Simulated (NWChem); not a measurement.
## Correlation energy of H2B

SMILES: [BH2]
```xyz
3

B      0.0000     0.0000     0.1478
H      1.0882     0.0000    -0.3696
H     -1.0882     0.0000    -0.3696
```
Charge 0, spin multiplicity 2.

All runs are NWChem calculations. All single points use one geometry, from UPBE0/def2-SVP, a minimum by its harmonic frequencies.

Basis set: def2-TZVP. Each correlation energy counts from its own Hartree-Fock reference.

The correlated methods keep 1 core orbital frozen. The structure started from a generated list of species. The unpaired electrons of the parent sit in orbitals of symmetry a1 (C2v labels of the run); other states weren't searched. The stability of the SCF solutions was not checked. Open-shell Hartree-Fock references start from PBE0 orbitals. Coupled-cluster values serve here as a point of comparison, not as the truth.

```
method           correlation energy (mHa)
---------------  ------------------------
CCSD on ROHF                            ?
UMP2                                    ?
CCSDT on ROHF                      -100.7
SCS-UMP2                                ?
CCSD[T] on ROHF                    -100.4
CCSD(T) on ROHF                    -100.3
CCSD[T] on UHF                      -98.9
CCSD on UHF                         -97.0
CCSD(T) on UHF                      -98.9
```

### Question
What belongs in the gaps?

### Answer

- CCSD on ROHF, correlation energy (mHa): -98.4
- UMP2, correlation energy (mHa): -77.6
- SCS-UMP2, correlation energy (mHa): -85.1
